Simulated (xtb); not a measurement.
4-fluoro-2,3-dihydrofuran (C4H5FO), SMILES FC1=COCC1. All values are semi-empirical tight-binding results from xtb (GFN2-xTB unless named), good for trends rather than for accurate numbers. The structure is a stationary point at GFN2-xTB. One conformer was computed; it need not be the lowest.

Optimised geometry:

```xyz
11

F      0.0270     2.1047     0.0000
C     -0.0373     0.7644     0.0000
C     -1.1317     0.0170     0.0000
O     -0.8641    -1.3171     0.0000
C      0.5608    -1.4865     0.0000
C      1.2010    -0.0871     0.0000
H     -2.1686     0.2918     0.0000
H      0.8256    -2.0667     0.8883
H      0.8256    -2.0667    -0.8883
H      1.8150     0.0951     0.8840
H      1.8150     0.0951    -0.8840
```

Computed properties:
```yaml
point_group_as_xtb_finds_it: Cs
orbital_gap: 4.68 eV
dipole_moment: 1.97 D
zero_point_energy: 51.8 kcal/mol
G − E(el) at 298.15 K (modified RRHO): 33.7 kcal/mol
static polarisability (D4 model): 51.0 bohr³
solvation energy, GFN2-xTB/ALPB(water): -2.1 kcal/mol
solvation energy, GFN2-xTB/ALPB(thf): -4.9 kcal/mol
```

Computed IR lines (harmonic; lines under 4 % of the strongest left out, lines within 3 cm⁻¹ merged):
ν (cm⁻¹): 307 (w), 360 (w), 576 (w), 795 (w), 919 (w), 955 (m), 1041 (w), 1116 (m), 1184 (vs), 1219 (w), 1295 (vs), 1322 (m), 2935 (w), 2960 (m), 2985 (w) (against the strongest line: vs over 80 %, s over 45 %, m over 15 %, w over 4 %, vw less)

Computed atomic charges and the Wiberg bond orders between heavy atoms:
charges (e) F1 -0.22, C2 0.13, C3 0.07, O4 -0.27, C5 0.06, C6 -0.07, H7 0.07, H8 0.05, H9 0.05, H10 0.06, H11 0.06. Bond orders F1–C2 0.96, C2–C3 1.77, C3–O4 1.07, O4–C5 0.96, C2–C6 1.00, C5–C6 1.00.
